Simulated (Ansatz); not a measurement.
A nudged elastic band was laid between two geometries of Cl₃F₂H₂STa (9 atoms, charge 0, multiplicity 1).

All numbers below come from RKS PBE0-D4/def2-SVP (Ansatz).

- movable images: 4
- climbing image: no
- spring: 5.0 eV/Å²
- optimiser: quadratic models (default)
- start path: through a guess of the saddle point
- force threshold: 0.05 eV/Å
- iteration limit: 60
- end points: relaxed

Image 0:

```xyz
9
Properties=species:S:1:pos:R:3
Ta -0.134 0.008 0.217
F 1.704 0.434 0.252
Cl -0.194 0.456 2.504
F 0.246 -0.896 -1.395
Cl -0.979 1.949 -0.614
Cl -2.073 -1.276 0.381
S 0.969 -2.402 1.186
H 1.109 -2.992 -0.024
H 2.254 -1.977 1.204
```

Image 5:

```xyz
9
Properties=species:S:1:pos:R:3
Ta -0.337 -0.428 0.342
F 1.975 0.126 0.357
Cl -0.277 0.184 2.578
F 0.152 -1.154 -1.323
Cl -0.342 1.733 -0.453
Cl -2.502 -1.073 0.253
S 0.929 -2.374 1.210
H 1.102 -2.982 0.013
H 2.201 -0.727 0.736
```

Problem. What changes between the two ends?

Solution. Bonds broken: S7–H9. Bonds formed: F2–H9.

Problem. What energy profile does the band end with?

Solution. It converged. The highest image is number 4 of 0 to 5, 0.87 eV above the first end and 0.08 eV above the last; the last end lies 0.79 eV above the first. No image climbed, so the highest image needn't sit at the top of the path. The orbitals stay closed-shell, which can raise the energy where a bond breaks towards radicals; this wasn't checked here.

```
image  path coordinate (Å)  energy (eV)  S7–H9 (Å)  F2–H9 (Å)
    0                 0.00         0.00       1.35       2.65
    1                 0.52         0.04       1.35       2.36
    2                 1.03         0.22       1.36       1.98
    3                 1.55         0.70       1.44       1.50
    4                 2.06         0.87       1.86       1.01
    5                 2.58         0.79       2.13       0.96
```

Problem. What is the geometry of the highest image?

Solution. 
```xyz
9
Properties=species:S:1:pos:R:3
Ta -0.332 -0.409 0.319
F 1.894 0.098 0.386
Cl -0.326 0.117 2.578
F 0.003 -1.279 -1.311
Cl -0.286 1.712 -0.551
Cl -2.538 -0.927 0.307
S 1.050 -2.351 1.184
H 1.414 -2.853 -0.021
H 2.023 -0.802 0.820
```

The run took 4.3 min on 4 threads of Arm Neoverse V2, on a shared host, peak memory 0.49 GiB.
